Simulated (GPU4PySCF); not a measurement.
Computed shifts of a molecule C₁₂H₁₀N₂, PBE/pcSseg-1 (GPU4PySCF), GIAO, gas phase, equivalent atoms averaged, in ppm (number of nuclei): ¹³C: 155.2 (2), 140.1 (2), 136.4 (2), 133.3 (4), 115.2 (2). ¹⁵N: 561.2 (2). ¹H: 8.27 (2), 8.15 (2), 7.77 (2), 7.61 (2), 7.60 (2). References: ¹³C against TMS (σ = 182.0 ppm); ¹⁵N against NH3 (σ = 267.0 ppm); ¹H against TMS (σ = 31.49 ppm), references at their B3LYP-D3(BJ)/def2-TZVP geometries, non-relativistic (references run with PySCF on processors). Geometry: B3LYP-D3(BJ)/def2-TZVP. Other conformers were not sampled.

Question: Identify the compound among the candidates.
A. C=Cc1nccnc1-c1ccccc1
B. C=Cc1ncc(-c2ccccc2)cn1
C. Cn1ccc(C#N)c1-c1ccccc1
D. c1ccc(/N=N/c2ccccc2)cc1

Answer: D, c1ccc(/N=N/c2ccccc2)cc1
